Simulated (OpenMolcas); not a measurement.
# Multiconfigurational calculation on B

Input:

```
&GATEWAY
Coord
1

B 0.0 0.0 0.0
Basis=ANO-R3
Group=XYZ
NoMove
AngMom=0.0 0.0 0.0
AMFI
&SEWARD
&RASSCF
FileOrb=start.orb
Symmetry=2
Spin=2
nActEl=1 0 1
Inactive=2 0
Ras2=0 3
Ras3=6 0
CIRoot=3 3 1
SDav=3
CIMx=300
Iter=120 100
PrWF=0.3
OrbListing=Nothing
MaxOrb=0
Thrs=2.0e-7 1.0e-1 5.0e-4
Atom
>>> COPY $Project.JobIph JOB001
&RASSCF
FileOrb=start.orb
Symmetry=1
Spin=2
nActEl=1 0 1
Inactive=2 0
Ras2=0 3
Ras3=6 0
CIRoot=1 1 1
SDav=6
CIMx=300
Iter=120 100
PrWF=0.3
OrbListing=Nothing
MaxOrb=0
Thrs=2.0e-7 1.0e-1 5.0e-4
Atom
>>> COPY $Project.JobIph JOB002
&RASSI
NrOfJobIphs=2 3 1
1 2 3
1
IphNames
JOB001
JOB002
EJob
SpinOrbit
DIPRint=1.0
SOCoupling=1000.0
Subsets=2
MEES
Property=10
'ANGMOM' 1 'ANGMOM' 2 'ANGMOM' 3 'MLTPL  1' 1 'MLTPL  1' 2 'MLTPL  1' 3
'AMFI' 1 'AMFI' 2 'AMFI' 3 'MLTPL  2' 6
SOProperty=3
'ANGMOM' 1 'ANGMOM' 2 'ANGMOM' 3
```

A driver script runs the steps one by one and writes start.orb anew before each from the orbitals found so far.

Output, cut to the results:

```
--- SEWARD ---
Basis set label: B.ANO-R...4S4P2D1F.

      Electronic valence basis set:
      ------------------
      Associated Effective Charge   5.000000 au
      Associated Actual Charge      5.000000 au
      Nuclear Model: Finite nucleus - Gaussian distribution
        Gaussian exponent, Xi/bohr**(-2):  7.11787E+08

      Shell  nPrim  nBasis  Cartesian Spherical Contaminant
         s      12       4        X
         p       7       4        X
         d       3       2                 X
         f       2       1                 X
                  Relativistic X2C integrals
                  Atomic mean-field integrals
--- RASSCF ---
Wave function specifications:
      -----------------------------

      Number of closed shell electrons           4
      Number of electrons in active shells       1
      Max number of holes in RAS1 space          0
      Max nr of electrons in RAS3 space          1
      Number of inactive orbitals                2
      Number of active orbitals                  9
      Number of secondary orbitals              22
      Spin quantum number                      0.5
      State symmetry                             2
Orbital specifications:
      -----------------------

      Symmetry species                           1   2
                                                ag  au
      Frozen orbitals                            0   0
      Inactive orbitals                          2   0
      Active orbitals                            6   3
      RAS1 orbitals                              0   0
      RAS2 orbitals                              0   3
      RAS3 orbitals                              6   0
      Secondary orbitals                         6  16
      Deleted orbitals                           0   0
      Number of basis functions                 14  19
      Number of CSFs                             3
      Number of root(s) required                 3
      Iter CI   SX   CI       RASSCF       Energy    max ROT     max BLB   max BLB  Level Ln srch  Step   QN
          iter iter root      energy       change     param      element    value   shift minimum  type update
 Nr of preliminary CI iterations:   1
 ###############################################################################
 ###############################################################################
 ###                                                                         ###
 ###                                                                         ###
 ###    WARNING: Problems in orbital optimization.                           ###
 ###                                                                         ###
 ###                                                                         ###
 ###############################################################################
 ###############################################################################
  Warning: In symmetry  1, orbital p=   3 has diagonal density matrix element D(p,p) close to zero. D(p,p)=  0.000000E+00
  Warning: In symmetry  1, orbital p=   4 has diagonal density matrix element D(p,p) close to zero. D(p,p)=  0.000000E+00
        ...
  Warning: In symmetry  1, orbital p=   6 has diagonal density matrix element D(p,p) close to zero. D(p,p)=  0.000000E+00
  Warning: In symmetry  1, orbital p=   7 has diagonal density matrix element D(p,p) close to zero. D(p,p)=  0.000000E+00
  Warning: In symmetry  1, orbital p=   8 has diagonal density matrix element D(p,p) close to zero. D(p,p)=  0.000000E+00
        4   1    3    0   -24.53543279   -5.92E-11   1.95E-06    2   3 1 -4.88E-06   0.50   0.00    SX    NO
      Convergence after  4 iterations
        5   1    3    0   -24.53543279   -1.73E-11   1.95E-06    2   3 1 -2.67E-06   0.50   0.00    SX    NO
      Natural orbitals and occupation numbers for root  1
      sym 1:   0.000000   0.000000   0.000000   0.000000   0.000000   0.000000
      sym 2:   1.000000   0.000000   0.000000
      Natural orbitals and occupation numbers for root  2
      sym 1:   0.000000   0.000000   0.000000   0.000000   0.000000   0.000000
      sym 2:   0.000000   0.000000   1.000000
      Natural orbitals and occupation numbers for root  3
      sym 1:   0.000000   0.000000   0.000000   0.000000   0.000000   0.000000
      sym 2:   0.000000   1.000000   0.000000
::    RASSCF root number  1 Total energy:    -24.53543279
::    RASSCF root number  2 Total energy:    -24.53543279
...
--- RASSI ---
SPIN-FREE ENERGIES:
  (Shifted by EMIN (a.u.) =        -24.5354327878)

 SF State       Relative EMIN(au)   Rel lowest level(eV)    D:o, cm**(-1)      L_eff

     1             0.0000000000        0.0000000000              0.0000         1.0
     2             0.0000000000        0.0000000000              0.0000         1.0
     3             0.0000000000        0.0000000000              0.0000         1.0
     4             0.2821008071        7.6763540230          61913.9707         0.0
     Dipole printing threshold changed to   1.00000000E+00

++ Dipole transition strengths (spin-free states):
   -----------------------------------------------
     for osc. strength at least  1.00000000E+00

  ( Max oscillator strength is only   0.11648762797631551      )
--
Eigenvalues of complex Hamiltonian:
   -----------------------------------
  (Shifted by EMIN (a.u.) =        -24.5354327878)

 SO State       Relative EMIN(au)   Rel lowest level(eV)    D:o, cm**(-1)     J-value

     1            -0.0000438093        0.0000000000              0.0000         0.4
     2            -0.0000438093        0.0000000000              0.0000         0.4
     3             0.0000219047        0.0017881689             14.4226         1.0
     4             0.0000219047        0.0017881689             14.4226         1.0
     5             0.0000219047        0.0017881689             14.4226         1.3
     6             0.0000219047        0.0017881689             14.4226         1.3
     7             0.2821008071        7.6775461356          61923.5857         0.4
     8             0.2821008071        7.6775461356          61923.5857         0.4
Weights of the five most important spin-orbit-free states for each spin-orbit state.

 SO State  Total energy (au)           Spin-free states, spin, and weights
 -------------------------------------------------------------------------------------------------------
...
```

The J values that RASSI prints are effective ones from its own formula and need not be integers or half-integers; the table below assigns J from the states.

Levels above the lowest, from the spin-orbit matrix, grouped by J:

| Configuration | Term | J | E (eV) | Measured (eV) | g | Term weight % |
| --- | --- | --- | --- | --- | --- | --- |
| 2s² 2p | ²P° | 1/2 | 0.0000 | 0.0000 | 0.666 | 100 |
| 2s² 2p | ²P° | 3/2 | 0.0018 | 0.0019 | 1.334 | 100 |
| 2s² 3s | ²S | 1/2 | 7.6775 | 4.9643 | 2.002 | 100 |

Against the 2 measured excited levels shown (NIST Handbook of Basic Atomic Spectroscopic Data) the mean absolute deviation is 11000 cm-1; the largest miss in energy is 2s² 3s ²S_1/2: computed 7.6775, measured 4.9643 eV (+54.7 %).

ANO sets are built for valence states and can reach diffuse excited orbitals poorly. With one active electron the reference holds no correlation, so core polarisation is missing. No level of 2s² 3d was computed, though it lies in the active space. Measured partners are found by configuration, term and J. A level has none where our copy of the source lacks it or the pairing is in doubt (some pairs that miss far off the trend of their configuration count as doubtful), and it then counts in no deviation. Levels of configurations outside the active space are missing. The first state left out of the spin-orbit step lies near 100000 cm-1 above the lowest spin-free state of the reference (among the parities and spins computed), and the list stops at four fifths of that energy or lower.

The term weight is that of the spin-free term in the level, not the purity of its configuration. ° marks odd parity.
